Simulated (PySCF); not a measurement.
H3OSi, SMILES [SiH2]=[OH+], charge +1.

Geometry optimised at B3LYP-D3(BJ)/def2-TZVP. The isomer is the one that the SMILES or the coordinates give; other isomers of the formula were not compared.

All values below come from PBE/def2-TZVPD run with PySCF.

Symmetry labels are those of the subgroup Cs that the program uses (full group Cs).

Computed valence orbital energies around the gap with their symmetry:
| orbital | symmetry | energy (eV) |
|---|---|---|
| HOMO−7 | A' | -102.92 |
| HOMO−6 | A' | -102.84 |
| HOMO−5 | A' | -32.69 |
| HOMO−4 | A' | -21.81 |
| HOMO−3 | A' | -18.69 |
| HOMO−2 | A' | -16.73 |
| HOMO−1 | A" | -16.01 |
| HOMO | A' | -15.23 |
| LUMO | A" | -9.83 |
| LUMO+1 | A' | -7.36 |
| LUMO+2 | A' | -6.61 |
| LUMO+3 | A' | -4.64 |
